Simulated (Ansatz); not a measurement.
Cartesian coordinates in Å:
```
Cl -2.124 0.376 -1.523
Ga -0.050 0.394 -0.967
Cl 1.324 -0.747 -2.159
Cl 0.702 2.197 -0.073
Se -0.182 -1.201 1.126
H -0.822 -0.190 1.980
H 1.153 -0.829 1.616
```

Charge 0, multiplicity 1.

Problem. List the B3LYP/def2-TZVPP orbital energies in eV (Ansatz). (Estimate.)

Solution. Ansatz gave: Occupied: -12353.36, -10139.15, -2762.18, -2762.18, -2762.18, -1582.69, -1420.85, -1420.83, -1420.78, -1250.80, -1108.03, -1107.97, -1107.97, -256.92, -256.92, -256.92, -215.00, -195.94, -195.94, -195.93, -195.81, -195.81, -195.81, -195.80, -195.80, -195.80, -159.06, -158.97, -158.82, -150.96, -104.33, -104.20, -104.20, -59.84, -59.82, -59.69, -59.62, -59.61, -24.32, -24.31, -24.31, -24.05, -24.05, -22.26, -21.56, -21.55, -21.48, -13.27, -13.01, -11.65, -10.30, -10.27, -10.05, -8.88, -8.86, -8.73, -8.71, -8.48, -8.47. Lowest empty: -1.62, -1.42, -1.11, 0.07, 1.38, 1.40, 3.29, 3.34.

B3LYP here is the variant with VWN-RPA as its local correlation; programs differ in this.
